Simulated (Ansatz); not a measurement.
Reaction (formal exchange of groups at the Al–C bond): `B[CH2][Al]([CH3])[SiH3]` + CH₃OH → `[CH3][AlH][SiH3]` + `BCOC`

Isolated molecules relaxed with PBE0-D4/def2-TZVP in Ansatz; ΔE leaves out vibrations. CCSD(T)/CBS adds triple-zeta CCSD(T) − MP2 to the extrapolated MP2 energy (def2 sets, frozen cores). This one scheme is used for every species. Functionals use def2-TZVPP. B3LYP here is the variant with VWN-RPA as its local correlation; programs differ in this. One conformer a species, not always the lowest.

CCSD(T)/CBS gives +128.8 kJ/mol.

Problem. Another level gave +126.5 kJ/mol. Which?
A. HF/def2-TZVPP
B. MP2/def2-TZVPP
C. PBE0-D4/def2-TZVPP
D. B3LYP-D4/def2-TZVPP

Solution. C. PBE0-D4 126.5, B3LYP-D4 118.9, MP2/def2-TZVPP 133.5, HF/def2-TZVPP 96.3 kJ/mol.

Largest T1 diagnostic among the species: 0.012.

Leaving LDA and LC-ωPBE aside and taking each functional with its dispersion term where it has one, the values, not all of them listed here, spread over 14.6 kJ/mol, from B97M-V to r2SCANh-D4. At CCSD(T), def2-SVP lies −20.8 kJ/mol from the extrapolated value and def2-TZVPP −3.8 kJ/mol. The D4 term adds +4.7 kJ/mol with B3LYP and +3.0 kJ/mol with PBE0; it sums over pairs of atoms, weighted by their polarisabilities, and B3LYP, whose exchange is more repulsive, gets the larger term.

CCSD(T)/CBS has its own doubt, a few kJ/mol and more with outer-core shells, so smaller differences from it don't rank the levels.
